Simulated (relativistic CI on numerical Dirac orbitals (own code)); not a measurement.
From line strength to rate: Ge II 1120.46 Å (vacuum)

Problem. For 4s2 4p 2P°_3/2 – 4s 4p2 2P_1/2 of Ge II a semi-empirical relativistic CI calculation gives the line strength S = 3.193 e²a₀² in the length gauge. The measured levels are 1767.36 and 91016.20 cm⁻¹ (NIST Handbook). Find gf, f, A and the partial lifetime.

Working.
1. σ = 91016.20 − 1767.36 = 89248.84 cm⁻¹, so the vacuum wavelength is 10⁸/σ = 1120.46 Å.
2. gf = 303.756 S/λ(Å) = 0.8657, log gf = -0.063; with g = 4 for the lower level, f = 0.216.
3. A = 2.02613 × 10¹⁸ S/(g_u λ³) with g_u = 2: A = 2.30 × 10^9 s⁻¹.
4. The partial lifetime for this S is 1/A = 0.435 ns; in the calculation this line carries 45 % of the decay of the upper level.

Check. The Handbook lists A = 2.40 × 10^9 s⁻¹, a tabulated value with its own uncertainty (a few per cent for the best lines, 25 % or more for others); ours lies 4 % below it. The velocity form of the same calculation gives S = 2.47, and the gap between the two forms is a rough gauge of the error in S. With the computed energy (94472 cm⁻¹) in place of the measured one the rate would change by the factor (σ_calc/σ)³ = 1.19.
